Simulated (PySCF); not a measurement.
**N(4+) (nitrogen, charge +4) across methods**

[He] 2s1, 2S determinant. Computed with PySCF 2.14 in an even-tempered Gaussian basis (20 s from 0.2 bohr⁻², ratio 2.2; 9 p from 0.37 bohr⁻², ratio 2.4; 6 d from 1.1 bohr⁻², ratio 2.4; 5 f from 1.7 bohr⁻², ratio 2.4; 5 g from 2.5 bohr⁻², ratio 2.4), with scalar relativity by spin-free X2C-1e.

```tsv
method	E (hartree)	mean ε 1s α (eV)	mean ε 1s β (eV)	mean ε 2s α (eV)	Σ⟨r²⟩ (bohr²)	⟨S²⟩
UHF	-48.35529	-522.95	-519.96	-97.780	1.429	0.750
PBE0	-48.3653	-491.11	-489.34	-91.761	1.423	0.750
LDA	-47.9501	-476.81	-475.40	-89.024	1.431	0.750
r2SCANh	-48.4033	-488.62	-487.27	-90.860	1.424	0.750
r2SCAN	-48.4025	-484.75	-483.57	-90.059	1.424	0.750
revPBE	-48.4117	-480.48	-479.23	-89.651	1.421	0.750
PBE	-48.3502	-480.26	-478.86	-89.597	1.422	0.750
```
